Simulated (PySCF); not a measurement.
## Two-component Hartree-Fock for Cs³⁷⁺ (caesium, charge +37)

Start: [Ar]. Calculated with PySCF 2.14 in an even-tempered Gaussian basis (19 s from 7.3 bohr⁻², ratio 2.4; 14 p from 9.5 bohr⁻², ratio 2.4; 5 d from 38 bohr⁻², ratio 2.6; 4 f from 57 bohr⁻², ratio 2.6): generalised Hartree-Fock with the X2C-1e Hamiltonian and a Gaussian nucleus; one run each with spin-orbit coupling (SO) switched off, then screened by Boettger's factors.

```tsv
spinor shell	electrons	ε, spin-free (eV)	ε, screened SO (eV)	weight of nominal j (screened SO)	rms radius, screened SO (bohr)
1s1/2	2	-38214.3	-38210.5	1.000	0.0298
2s1/2	2	-7768.7	-7767.6	1.000	0.120
2p1/2	2	-7178.9	-7429.1	1.000	0.103
2p3/2	4	-7178.9	-7067.2	1.000	0.108
3s1/2	2	-2910.6	-2910.2	1.000	0.293
3p1/2	2	-2712.9	-2772.7	1.000	0.282
3p3/2	4	-2712.9	-2686.0	1.000	0.291
```

| quantity | spin-free | screened SO |
| --- | --- | --- |
| E (hartree) | -6686.44158 | -6689.14686 |
| M_J | 0 | 0 |
| ⟨J²⟩ | 0.000 | 0.000 |
| ⟨L²⟩ | 0.000 | 0.015 |
| ⟨S²⟩ | 0.000 | 0.015 |

Breit and QED terms are absent; they matter most for the inner s and p1/2 levels.

Densities and radii are taken from the X2C orbitals without a picture-change correction, which distorts them close to the nucleus.

Without spin-orbit coupling the j labels of p, d and f shells carry no meaning; the spin-free column gives the mean over the occupied spinors of each nl shell.
